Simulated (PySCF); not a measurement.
```xyz
3
charge 1 multiplicity 1, angstrom
Cl   -0.7273    0.7273    0.0000
Br    0.1611   -0.1611    1.8464
Br    0.1611   -0.1611   -1.8464
```

Computed with B3LYP/[Cl def2-SVP, Br def2-SVP], no relativity, density fitting, PySCF.

This geometry of ClBr₂⁺ is a stationary point at this level.

(1) What is the point group?

(2) Is it a minimum?

(3) What are the dipole moment and the gap between the highest occupied and lowest empty levels?

(4) Give the atomic charges and bond orders.

(5) Give the ideal-gas entropy at 298.15 K and 1 bar by parts.

Results:

(1) C2v.

(2) Yes: all harmonic wavenumbers are real.

(3) 0.58 D about the centre of mass and 2.73 eV.

(4) 
| atom | Mulliken | Löwdin | polar tensor | Mayer order to Cl1 |
| --- | --- | --- | --- | --- |
| Cl1 | 0.29 | 0.44 | 0.50 | – |
| Br2,3 | 0.36 | 0.28 | 0.25 | 0.92 |

(5) translation 174.5, rotation 111.2, vibration 24.7, spin 0.0; total 310.3 J/(mol K).

Other isomers or separated fragments may lie lower.
